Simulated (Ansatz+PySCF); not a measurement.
Results of a calculation; reference values are marked as such.
## PySCF 2.14.0 run

```python
from pyscf import gto, scf

mol = gto.M(atom="""
H 0.016690 -0.046850 -1.333960
Be 0.002020 0.010440 -0.048860
H -0.014460 0.039310 1.366410
""", basis='def2-svp', charge=0, spin=0)
mf = scf.UHF(mol)
mf.init_guess = 'atom'
mf.kernel()
while True:  # follow internal instabilities
    mo, _, stable, _ = mf.stability(return_status=True)
    if stable: break
    mf.kernel(mf.make_rdm1(mo, mf.mo_occ))
print(mf.converged, mf.e_tot, mf.spin_square()[0])
```

The script is written out from the run's settings.

Results

```json
{
 "Converged": "yes",
 "Total energy": "-15.75103 hartree",
 "Spin squared of the determinant": "0.000"
}
```
